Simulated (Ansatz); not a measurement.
Mulliken charges of ClFH2HfOS (`[OH][Hf]([F])([SH])[Cl]`) from PBE/def2-TZVPP in Ansatz (PBE0-D4/def2-TZVP geometry).

| atom | x (Å) | y (Å) | z (Å) | charge (e) |
| --- | --- | --- | --- | --- |
| O1 | -1.496 | -0.157 | -0.312 | -0.365 |
| Hf2 | 0.172 | -0.014 | 0.572 | 0.878 |
| F3 | 0.407 | -1.366 | 1.881 | -0.283 |
| S4 | 1.921 | -0.292 | -1.113 | -0.296 |
| Cl5 | 0.351 | 2.079 | 1.626 | -0.254 |
| H6 | -2.409 | -0.265 | -0.559 | 0.195 |
| H7 | 1.054 | 0.014 | -2.096 | 0.125 |

By hand: the dipole of these point charges (1 e Å = 4.8032 D).

Σ q r = (-0.414, -0.060, -0.371) e Å, of length 0.559 e Å = 2.68 D.

How does the dipole of the full density compare? (Estimate.)

Computed: (-0.587, -0.089, -0.328) e Å, 3.26 D; the point charges give 0.82 times that, at 13° from its direction.

Point charges leave out the atoms' own dipoles, such as those of lone pairs, and Mulliken's split depends on the basis, so the two needn't agree.
